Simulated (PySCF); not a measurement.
SCF from a fresh guess for singlet CaF₂, at the PBE minimum. PySCF input:

```python
from pyscf import gto, scf, dft
mol = gto.M(atom='''
Ca     0.002214     0.339228     0.000000
F     -0.002329    -0.356868     1.874554
F     -0.002329    -0.356868    -1.874554''',
    basis={'Ca': 'def2-TZVP', 'F': 'def2-TZVP'},
    charge=0, spin=0)
mf = dft.RKS(mol, xc='PBE')
mf.grids.atom_grid = (50, 194)
aux = {'Ca': 'def2-universal-JKFIT', 'F': 'def2-universal-JKFIT'}
mf = mf.density_fit(auxbasis=aux)
mf.conv_tol = 1e-08
mf.diis_space = 10
mf.max_cycle = 60
mf.init_guess = 'minao'
mf.verbose = 4
mf.kernel()
```

Excerpt of the output (cycles and frontier levels):

```
init E= -876.875594101909
  HOMO = -0.476751711738575  LUMO = -0.122880044258267  gap/eV = 9.62934
cycle= 1 E= -876.884711991111  delta_E= -0.00912  |g|= 1.13  |ddm|= 1.98
  HOMO = -0.0684784196825571  LUMO = -0.0497997963690856  gap/eV = 0.50827
cycle= 2 E= -868.686394744009  delta_E=  8.2  |g|= 6.35  |ddm|= 3.19
  HOMO = -0.224218681128529  LUMO = -0.0616976361554862  gap/eV = 4.42242
cycle= 3 E= -877.072680403476  delta_E= -8.39  |g|= 0.533  |ddm|= 2.91
  HOMO = -0.253166324722264  LUMO = -0.0945074171169321  gap/eV = 4.31733
cycle= 4 E= -877.105028812584  delta_E= -0.0323  |g|= 0.152  |ddm|= 0.291
  HOMO = -0.251430240310196  LUMO = -0.0884299232157062  gap/eV = 4.43546
cycle= 5 E= -877.109152018496  delta_E= -0.00412  |g|= 0.0564  |ddm|= 0.0873
  HOMO = -0.25710643827232  LUMO = -0.0884693059701007  gap/eV = 4.58885
cycle= 6 E= -877.109693265767  delta_E= -0.000541  |g|= 0.00575  |ddm|= 0.0249
  HOMO = -0.257669802428869  LUMO = -0.0885692045845019  gap/eV = 4.60146
cycle= 7 E= -877.109698061273  delta_E= -4.8e-06  |g|= 0.000986  |ddm|= 0.00239
  HOMO = -0.257695061814864  LUMO = -0.0885703779915019  gap/eV = 4.60212
cycle= 8 E= -877.109698216949  delta_E= -1.56e-07  |g|= 0.000166  |ddm|= 0.00047
  HOMO = -0.257701006778097  LUMO = -0.0885625507323624  gap/eV = 4.60249
cycle= 9 E= -877.109698221923  delta_E= -4.97e-09  |g|= 2.12e-05  |ddm|= 0.000103
  HOMO = -0.257696941368377  LUMO = -0.0885625619517114  gap/eV = 4.60238
Extra cycle  E= -877.109698221886  delta_E= 3.77e-11  |g|= 2.49e-05  |ddm|= 2.34e-05
converged SCF energy = -877.109698221886
```

No lower solution of this spin was found by a stability analysis within the restricted form, which does not test spin polarisation.

The search for the lowest solution, with the stability check, took 4.1 s on 2 threads of a shared Intel Xeon 6975P-C (Granite Rapids) host, with 98 basis functions; the process peaked at 0.28 GiB.
